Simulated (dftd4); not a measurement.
HCl$_{3}$Si (SMILES Cl[SiH](Cl)Cl), singlet, geometry from GFN2-xTB; dftd4 4.2.0 with D4 for r2scan.

The dftd4 input:
```
$ dftd4 mol.xyz --func r2scan --charge 0 --json dftd4.json --noedisp --property

# file mol.xyz
5

Si     0.02863441    -0.01627765     0.49106656
Cl    -1.24158057    -1.43679456    -0.14881741
Cl    -0.64009829     1.79232122    -0.07685298
Cl     1.85144867    -0.33834186    -0.29276296
H      0.11303141    -0.06425436     1.93843503
```

The log (banner, timings and long lists left out):

```
                    ____  _____ _____     ____  _  _
      -------------|  _ \|  ___|_   _|---|  _ \| || |------------
     |             | | | | |_    | | ___ | | | | || |_           |
     |             | |_| |  _|   | ||___|| |_| |__   _|          |
     |             |____/|_|     |_|     |____/   |_|            |
     |             ===================================           |
     |            E. Caldeweyher, S. Ehlert & S. Grimme          |
     |          Mulliken Center for Theoretical Chemistry        |
     |                    University of Bonn                     |
      -----------------------------------------------------------

Rational (Becke-Johnson) damping: r2scan-D4-ATM
---------------------
  s6         1.0000
  s8         0.6019
  s9         1.0000
  a1         0.5156
  a2         5.7734
 alp        16.0000
--------------------

Atomic data, radii in Ångström:
------------------------------------------------------
   Z          R(cov)      r4/r2   hardness         EN
------------------------------------------------------
  14 Si       1.3867     2.5839     0.3054     1.9000
  17 Cl       1.3200     1.9735     0.4312     3.1600
   1 H        0.4267     1.0622     0.4726     2.2000
------------------------------------------------------

Atomic reference systems (in atomic units):
----------------------------------------------------------------------------
   Z        #      CN     q+Z       C6(AA)   #      CN     q+Z       C6(AA)
----------------------------------------------------------------------------
  14 Si     1  0.0000 14.0000     321.4498   2  0.8915 14.0165     270.4983
            3  1.8234 13.9936     236.2774   4  2.8003 13.9692     228.3542
            5  3.6668 13.9341     158.2713
  17 Cl     1  0.0000 17.0000      92.6806   2  0.8444 16.8495     101.8771
   1 H      1  0.0000  1.0000       7.6362   2  0.8942  1.0000       3.0374
----------------------------------------------------------------------------

Atomic properties (in atomic units):
----------------------------------------------------------------------------
     #    Z              CN          q      C6(AA)        C8(AA)   alpha(0)
----------------------------------------------------------------------------
     1   14 Si       3.3346     0.1987    163.5774    11700.1425    24.7758
     2   17 Cl       0.8137    -0.0976    100.1501     4178.6175    15.2970
     3   17 Cl       0.8137    -0.0976    100.1501     4178.6175    15.2970
     4   17 Cl       0.8137    -0.0976    100.1501     4178.6175    15.2970
     5    1 H        0.9215     0.0942      1.8388       22.2280     2.1207
----------------------------------------------------------------------------

Molecular properties (in atomic units):
----------------------------------------
 molecular C6                1931.6312
 molecular C8               93100.0963
----------------------------------------

Dispersion energy:      -1.4882999828860E-03 Eh

[Info] JSON dump of results written to 'dftd4.json'
```
